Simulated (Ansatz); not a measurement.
Ansatz (a quantum-chemistry and plane-wave program) input for C2H7BO3, SMILES OCB(CO)O, B3LYP-D3(BJ)/def2-SVP. 

Ansatz 0.2 input:
```yaml
crystal:
  periodic: [false, false, false]
  atoms:
    - {symbol: O, position_ang: [-2.13727679, 1.02965567, 0.16007211]}
    - {symbol: C, position_ang: [-1.04725386, 0.42353181, -0.52102402]}
    - {symbol: B, position_ang: [0.14708681, -0.04147718, 0.42456626]}
    - {symbol: O, position_ang: [-0.04272058, 0.11454389, 1.73955596]}
    - {symbol: C, position_ang: [1.49900042, -0.65605229, -0.17217837]}
    - {symbol: O, position_ang: [1.52629498, -0.90486493, -1.57276527]}
    - {symbol: H, position_ang: [-1.99294834, 0.91588567, 1.10514686]}
    - {symbol: H, position_ang: [-0.70644419, 1.14320634, -1.27844292]}
    - {symbol: H, position_ang: [-1.43035701, -0.44194718, -1.08404747]}
    - {symbol: H, position_ang: [0.64947295, -0.16701435, 2.33786754]}
    - {symbol: H, position_ang: [1.71657036, -1.62898930, 0.28241274]}
    - {symbol: H, position_ang: [2.35144113, -0.00454446, 0.09305468]}
    - {symbol: H, position_ang: [1.19597059, -0.12876495, -2.03451086]}
basis:
  gaussian:
    orbitals: def2-SVP
hamiltonian:
  xc: b3lyp
  dispersion: d3bj
relax: {f_tol: 0.002, max_steps: 200}
```

Log of the run:

```
[...]
integrals: 0.08 GiB planned
1305 factors; integrals over basis functions are off by at most 2.9e-4 eV
mean field: 0.52 GiB planned
mean field -8999.74702887 eV, -330.7346030634 hartree, gradient 2.4e-5 eV, S^2 0.000000; 0 other end points of the search recorded, 0 dependent functions left out
the calculation of the forces begins
reference -8999.74725239 eV, -330.7346112774 hartree; 24, 24 occupied and 95, 95 virtual orbitals, 1305 factors
relax step   7: F+E_penalty+E_count = -9000.14319217 eV  Δ(F+E_penalty+E_count) = -5.929e-4 eV  max|allowed force component| = 1.560e-2 eV/Å  Δτ_max = 0.0263 Å  (30 SCF iters, accepted)
these checks for a lower state are left out or cut short: starts, cluster_reference, orbital_swaps, neighbouring_geometries, increment
integrals: 0.08 GiB planned
1305 factors; integrals over basis functions are off by at most 2.9e-4 eV
mean field: 0.52 GiB planned
mean field evaluation 64: about -8999.7469 eV, gradient 6.6e-6 eV
mean field -8999.74687143 eV, -330.7345972777 hartree, gradient 6.4e-6 eV, S^2 0.000000; 0 other end points of the search recorded, 0 dependent functions left out
the calculation of the forces begins
reference -8999.74709620 eV, -330.7346055377 hartree; 24, 24 occupied and 95, 95 virtual orbitals, 1305 factors
relax step   8: F+E_penalty+E_count = -9000.14296845 eV  Δ(F+E_penalty+E_count) = +2.237e-4 eV  max|allowed force component| = 2.151e-1 eV/Å  Δτ_max = 0.0572 Å  (30 SCF iters, rejected (line search))
these checks for a lower state are left out or cut short: starts, cluster_reference, orbital_swaps, neighbouring_geometries, increment
integrals: 0.08 GiB planned
1305 factors; integrals over basis functions are off by at most 2.9e-4 eV
mean field: 0.52 GiB planned
mean field -8999.74698380 eV, -330.7346014072 hartree, gradient 2.5e-5 eV, S^2 0.000000; 0 other end points of the search recorded, 0 dependent functions left out
the calculation of the forces begins
reference -8999.74720767 eV, -330.7346096340 hartree; 24, 24 occupied and 95, 95 virtual orbitals, 1305 factors
relax step   9: F+E_penalty+E_count = -9000.14315007 eV  Δ(F+E_penalty+E_count) = +4.211e-5 eV  max|allowed force component| = 6.558e-2 eV/Å  Δτ_max = 0.0286 Å  (30 SCF iters, rejected (line search))
these checks for a lower state are left out or cut short: starts, cluster_reference, orbital_swaps, neighbouring_geometries, increment
integrals: 0.08 GiB planned
1305 factors; integrals over basis functions are off by at most 2.9e-4 eV
mean field: 0.52 GiB planned
mean field -8999.74729454 eV, -330.7346128265 hartree, gradient 2.4e-5 eV, S^2 0.000000; 0 other end points of the search recorded, 0 dependent functions left out
the calculation of the forces begins
reference -8999.74751821 eV, -330.7346210464 hartree; 24, 24 occupied and 95, 95 virtual orbitals, 1305 factors
relax step  10: F+E_penalty+E_count = -9000.14344172 eV  Δ(F+E_penalty+E_count) = -2.495e-4 eV  max|allowed force component| = 1.167e-2 eV/Å  Δτ_max = 0.0138 Å  (31 SCF iters, accepted)
these checks for a lower state are left out or cut short: starts, cluster_reference, orbital_swaps, neighbouring_geometries, increment
integrals: 0.08 GiB planned
1305 factors; integrals over basis functions are off by at most 2.9e-4 eV
mean field: 0.52 GiB planned
mean field -8999.74734695 eV, -330.7346147524 hartree, gradient 2.6e-5 eV, S^2 0.000000; 0 other end points of the search recorded, 0 dependent functions left out
the calculation of the forces begins
reference -8999.74757172 eV, -330.7346230128 hartree; 24, 24 occupied and 95, 95 virtual orbitals, 1305 factors
relax step  11: F+E_penalty+E_count = -9000.14345354 eV  Δ(F+E_penalty+E_count) = -1.182e-5 eV  max|allowed force component| = 1.603e-1 eV/Å  Δτ_max = 0.0463 Å  (29 SCF iters, accepted)
these checks for a lower state are left out or cut short: starts, cluster_reference, orbital_swaps, neighbouring_geometries, increment
integrals: 0.08 GiB planned
1305 factors; integrals over basis functions are off by at most 2.9e-4 eV
mean field: 0.52 GiB planned
mean field -8999.74760011 eV, -330.7346240561 hartree, gradient 2.5e-5 eV, S^2 0.000000; 0 other end points of the search recorded, 0 dependent functions left out
the calculation of the forces begins
reference -8999.74782456 eV, -330.7346323046 hartree; 24, 24 occupied and 95, 95 virtual orbitals, 1305 factors
relax step  12: F+E_penalty+E_count = -9000.14372359 eV  Δ(F+E_penalty+E_count) = -2.701e-4 eV  max|allowed force component| = 6.503e-2 eV/Å  Δτ_max = 0.0133 Å  (31 SCF iters, accepted)
these checks for a lower state are left out or cut short: starts, cluster_reference, orbital_swaps, neighbouring_geometries, increment
integrals: 0.08 GiB planned
1305 factors; integrals over basis functions are off by at most 2.9e-4 eV
mean field: 0.52 GiB planned
mean field evaluation 96: about -8999.7476 eV, gradient 1.6e-1 eV
mean field -8999.74771276 eV, -330.7346281960 hartree, gradient 2.5e-5 eV, S^2 0.000000; 0 other end points of the search recorded, 0 dependent functions left out
the calculation of the forces begins
reference -8999.74793731 eV, -330.7346364480 hartree; 24, 24 occupied and 95, 95 virtual orbitals, 1305 factors
relax step  13: F+E_penalty+E_count = -9000.14383176 eV  Δ(F+E_penalty+E_count) = -1.082e-4 eV  max|allowed force component| = 3.231e-3 eV/Å  Δτ_max = 0.0087 Å  (31 SCF iters, accepted)
these checks for a lower state are left out or cut short: starts, cluster_reference, orbital_swaps, neighbouring_geometries, increment
integrals: 0.08 GiB planned
1305 factors; integrals over basis functions are off by at most 2.9e-4 eV
mean field: 0.52 GiB planned
mean field -8999.74773256 eV, -330.7346289234 hartree, gradient 2.5e-5 eV, S^2 0.000000; 0 other end points of the search recorded, 0 dependent functions left out
the calculation of the forces begins
reference -8999.74795728 eV, -330.7346371819 hartree; 24, 24 occupied and 95, 95 virtual orbitals, 1305 factors
relax step  14: F+E_penalty+E_count = -9000.14385728 eV  Δ(F+E_penalty+E_count) = -2.552e-5 eV  max|allowed force component| = 3.123e-3 eV/Å  Δτ_max = 0.0083 Å  (31 SCF iters, accepted)
these checks for a lower state are left out or cut short: starts, cluster_reference, orbital_swaps, neighbouring_geometries, increment
integrals: 0.08 GiB planned
1305 factors; integrals over basis functions are off by at most 2.9e-4 eV
mean field: 0.52 GiB planned
mean field -8999.74774143 eV, -330.7346292493 hartree, gradient 2.5e-5 eV, S^2 0.000000; 0 other end points of the search recorded, 0 dependent functions left out
the calculation of the forces begins
reference -8999.74796631 eV, -330.7346375136 hartree; 24, 24 occupied and 95, 95 virtual orbitals, 1305 factors
relax step  15: F+E_penalty+E_count = -9000.14386528 eV  Δ(F+E_penalty+E_count) = -8.005e-6 eV  max|allowed force component| = 7.730e-3 eV/Å  Δτ_max = 0.0075 Å  (31 SCF iters, accepted)
these checks for a lower state are left out or cut short: starts, cluster_reference, orbital_swaps, neighbouring_geometries, increment
integrals: 0.08 GiB planned
1305 factors; integrals over basis functions are off by at most 2.9e-4 eV
mean field: 0.52 GiB planned
mean field -8999.74774042 eV, -330.7346292124 hartree, gradient 8.1e-5 eV, S^2 0.000000; 0 other end points of the search recorded, 0 dependent functions left out
the calculation of the forces begins
reference -8999.74796532 eV, -330.7346374773 hartree; 24, 24 occupied and 95, 95 virtual orbitals, 1305 factors
relax step  16: F+E_penalty+E_count = -9000.14386631 eV  Δ(F+E_penalty+E_count) = -1.031e-6 eV  max|allowed force component| = 3.021e-3 eV/Å  Δτ_max = 0.0018 Å  (21 SCF iters, accepted)
these checks for a lower state are left out or cut short: starts, cluster_reference, orbital_swaps, neighbouring_geometries, increment
integrals: 0.08 GiB planned
1305 factors; integrals over basis functions are off by at most 2.9e-4 eV
mean field: 0.52 GiB planned
mean field -8999.74772868 eV, -330.7346287809 hartree, gradient 2.1e-5 eV, S^2 0.000000; 0 other end points of the search recorded, 0 dependent functions left out
the calculation of the forces begins
reference -8999.74795357 eV, -330.7346370456 hartree; 24, 24 occupied and 95, 95 virtual orbitals, 1305 factors
relax step  17: F+E_penalty+E_count = -9000.14387006 eV  Δ(F+E_penalty+E_count) = -3.744e-6 eV  max|allowed force component| = 4.673e-3 eV/Å  Δτ_max = 0.0026 Å  (22 SCF iters, accepted)
these checks for a lower state are left out or cut short: starts, cluster_reference, orbital_swaps, neighbouring_geometries, increment
integrals: 0.08 GiB planned
1305 factors; integrals over basis functions are off by at most 2.9e-4 eV
mean field: 0.52 GiB planned
mean field evaluation 128: about -8999.7477 eV, gradient 1.5e-4 eV
mean field -8999.74773048 eV, -330.7346288469 hartree, gradient 1.6e-5 eV, S^2 0.000000; 0 other end points of the search recorded, 0 dependent functions left out
the calculation of the forces begins
reference -8999.74795539 eV, -330.7346371122 hartree; 24, 24 occupied and 95, 95 virtual orbitals, 1305 factors
relax step  18: F+E_penalty+E_count = -9000.14387123 eV  Δ(F+E_penalty+E_count) = -1.175e-6 eV  max|allowed force component| = 5.304e-3 eV/Å  Δτ_max = 0.0033 Å  (23 SCF iters, accepted)
these checks for a lower state are left out or cut short: starts, cluster_reference, orbital_swaps, neighbouring_geometries, increment
integrals: 0.08 GiB planned
1305 factors; integrals over basis functions are off by at most 2.9e-4 eV
mean field: 0.52 GiB planned
mean field -8999.74773170 eV, -330.7346288919 hartree, gradient 6.1e-5 eV, S^2 0.000000; 0 other end points of the search recorded, 0 dependent functions left out
the calculation of the forces begins
reference -8999.74795662 eV, -330.7346371573 hartree; 24, 24 occupied and 95, 95 virtual orbitals, 1305 factors
relax step  19: F+E_penalty+E_count = -9000.14387351 eV  Δ(F+E_penalty+E_count) = -2.279e-6 eV  max|allowed force component| = 1.937e-3 eV/Å  Δτ_max = 0.0013 Å  (19 SCF iters, accepted)
integrals: 0.08 GiB planned
1305 factors; integrals over basis functions are off by at most 2.9e-4 eV
mean field: 0.52 GiB planned
mean field -8999.74773170 eV, -330.7346288919 hartree, gradient 6.1e-5 eV, S^2 0.000000; 1 other end points of the search recorded, 0 dependent functions left out
the calculation of the forces begins
reference -8999.74795662 eV, -330.7346371573 hartree; 24, 24 occupied and 95, 95 virtual orbitals, 1305 factors
Total energy: -9000.14409842 eV, -330.7491951003 hartree
Atom 0 at    -2.203126     0.897842     0.175745 Å, force     0.000847    -0.000871    -0.001778 eV/Å
Atom 1 at    -1.078090     0.381007    -0.500365 Å, force    -0.001710    -0.000748    -0.000949 eV/Å
Atom 2 at     0.139547    -0.033437     0.407025 Å, force     0.000937     0.001866    -0.001403 eV/Å
Atom 3 at    -0.010205     0.198621     1.741561 Å, force     0.000841    -0.001062     0.000392 eV/Å
Atom 4 at     1.457731    -0.678989    -0.190039 Å, force    -0.001140     0.001693     0.000550 eV/Å
Atom 5 at     1.476808    -0.842732    -1.601137 Å, force    -0.000002    -0.001268    -0.000139 eV/Å
Atom 6 at    -1.965220     0.981838     1.108385 Å, force     0.000091     0.000584     0.001937 eV/Å
Atom 7 at    -0.707046     1.110896    -1.258778 Å, force     0.000348    -0.000225     0.000196 eV/Å
Atom 8 at    -1.359010    -0.504644    -1.108906 Å, force    -0.000469     0.000405    -0.000294 eV/Å
Atom 9 at     0.741744    -0.050601     2.294415 Å, force     0.000053    -0.000191     0.000611 eV/Å
Atom 10 at     1.560873    -1.694398     0.240275 Å, force     0.000151    -0.000802     0.000433 eV/Å
Atom 11 at     2.357448    -0.131472     0.176852 Å, force     0.000086    -0.000014    -0.000006 eV/Å
Atom 12 at     1.317382     0.019238    -2.005326 Å, force    -0.000033     0.000633     0.000451 eV/Å
Dipole moment:     0.539942     0.075983     0.423808 e Å
```

The calculation finished and met its thresholds.
